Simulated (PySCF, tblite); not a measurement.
Species: C6H9P.
SMILES: `C(=PC#CC)(C)C`

Method used: CAM-B3LYP/def2-SVPD in PySCF (dipole) on a GFN2-xTB geometry, gas phase.

Take the most abundant isotopes and a rigid rotor. 

(1) Give the principal moments of inertia and the rotational constants in cm⁻¹.

(2) Classify the top.

(3) Is it planar, by Δ = Ic − Ia − Ib?

(4) Give the other two planar moments, Paa and Pbb, and the rms extents of the mass along the axes.

(5) Which lines would a microwave search look for?

Answers

(1) Ia = 97.42, Ib = 481.53, Ic = 569.54 u·Å²; 505379 MHz·u·Å²/I gives 5188, 1050 and 887.3 MHz, that is A = 0.17304, B = 0.03501, C = 0.02960 cm⁻¹.

(2) A near-prolate asymmetric top: κ = (2 × 1050 − 5188 − 887.3)/(5188 − 887.3) = -0.92.

(3) Not planar: Δ = Ic − Ia − Ib = -9.41 u·Å². For a rigid frame Δ = −2 Σ m c², so Σ m c² = 4.70 u·Å² lies off the ab plane, practically all of it from hydrogen. The atom farthest from that plane is 0.96 Å away.

(4) Paa = Σ m a² = (Ib + Ic − Ia)/2 = 476.82 and Pbb = Σ m b² = (Ia + Ic − Ib)/2 = 92.72 u·Å². With the mass M = 112.04 u, the rms extents √(P/M) along a, b and c are 2.06, 0.91, 0.20 Å.

(5) The dipole components are |μa| = 0.51 D, |μb| = 1.87 D, |μc| = 0.00 D. Intensities carry the squares of the components, which stand as 0.07 : 1.00 : 0.00 (a : b : c). Some lines, for components of 0.1 D or more:

| type | branch | J(Ka,Kc) | MHz | lower level (cm⁻¹) |
| --- | --- | --- | --- | --- |
| a | R | 1(0,1) ← 0(0,0) | 1937 | 0.000 |
| b | Q | 2(1,1) ← 2(0,2) | 4467 | 0.194 |
| a | R | 3(2,1) ← 2(2,0) | 5829 | 0.757 |
| a | R | 4(2,3) ← 3(2,2) | 7744 | 0.951 |
| a | R | 5(4,2) ← 4(4,1) | 9695 | 2.898 |
| a | R | 5(3,3) ← 4(3,2) | 9700 | 1.913 |
| b | Q | 5(2,3) ← 5(1,4) | 11623 | 1.149 |
| b | Q | 4(2,3) ← 4(1,4) | 13477 | 0.759 |
| b | R | 3(2,1) ← 2(1,2) | 18735 | 0.326 |
| b | R | 3(3,1) ← 2(2,0) | 26904 | 0.757 |
| b | R | 4(3,2) ← 3(2,1) | 28832 | 0.951 |

Its lowest GFN2-xTB frequency is 11 cm⁻¹, too small to tell a flat minimum from a shallow saddle. No vibrational averaging or centrifugal distortion is included, and the geometry carries the error of its method. A rigid rotor knows nothing of internal rotation, which can split or shift real lines.
